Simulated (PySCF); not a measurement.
This script is equivalent to a calculation on Se²⁺ (selenium, charge +2).

```python
from pyscf import gto, scf, dft, mp, cc
import basis_set_exchange as bse
mol = gto.M(atom="Se 0 0 0", charge=2, spin=2, symmetry="D2h",
            basis=gto.basis.parse(bse.get_basis("jorge-DZP-DKH", elements=["Se"], fmt="nwchem", header=False)),
            nucmod="G")
mf = scf.UHF(mol).sfx2c1e()
mf.irrep_nelec = {'Ag': (6, 6), 'B1g': (1, 1), 'B2g': (1, 1), 'B3g': (1, 1), 'B1u': (3, 2), 'B2u': (3, 2), 'B3u': (2, 2)}
mf.kernel()
```

Task: What total energy does it give?

Result: -2426.85370 hartree (calculated).

Task: Which occupied shell lies highest, and where?

Result: 4p α, at -31.233 eV.

Task: What is ⟨S²⟩, and what would a pure spin state give?

Result: 2.001, against 2.00.
